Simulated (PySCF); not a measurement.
**State search for GeH**

Unrestricted PBE0; basis Ge pcseg-1, H pcseg-1; no relativity; PySCF 2.14. Outer shells of the fragments: Ge 3d10 4s2 4p2; H 1s1.

Followed along the bond (rough minima from three points):

| 2Ms+1 | unpaired | ⟨S²⟩ at the start | R at minimum (Å) | Te (eV) |
| --- | --- | --- | --- | --- |
| 2 | π ↑ | 0.75 | 1.60 | 0.00 |
| 4 | σ ↑, π ↑↑ | 3.75 | 1.58 | 1.86 |

Solutions found at the starting distance of 1.480 Å, counted from the lowest of them; the search is not exhaustive and high or unbound solutions are not listed, so other states can lie among these:

```tsv
2Ms+1	unpaired	term	E (eV)	⟨S²⟩	⟨Lz²⟩	μ (D)
2	π ↑	²Π	0.00	0.75	1.00	0.32
4	σ ↑, π ↑↑	⁴Σ⁻	1.79	3.75	0.00	0.20
2	σ ↑, π ↑↓	mixed	2.56	1.76	2.01	0.34
2	σ ↓, π ↑↑	mixed	2.58	1.77	0.00	0.45
2	σ ↑	mixed	3.50	0.76	2.00	0.35
4	σ ↑↑, π ↑	⁴Π	6.66	3.75	1.00	0.03
```

A term symbol is given only where ⟨S²⟩ and ⟨Lz²⟩ are close to those of a pure state; real π, δ and φ orbitals otherwise mix terms. A positive dipole means Ge(−)H(+).

Q: Compare the gap between the two lowest followed solutions at the starting distance with the gap between their minima.

A: At PBE0 the second solution (quartet, unpaired electrons σ ↑, π ↑↑) lies +1.79 eV from the first (doublet, unpaired electrons π ↑) at 1.480 Å and +1.86 eV at the minima; the two curves relax by different amounts, since their minima lie near 1.58 and 1.60 Å.

Spin–orbit coupling is left out. Counting both spins, an empty level lies below a filled one in some of these solutions, because spin and occupation are held.
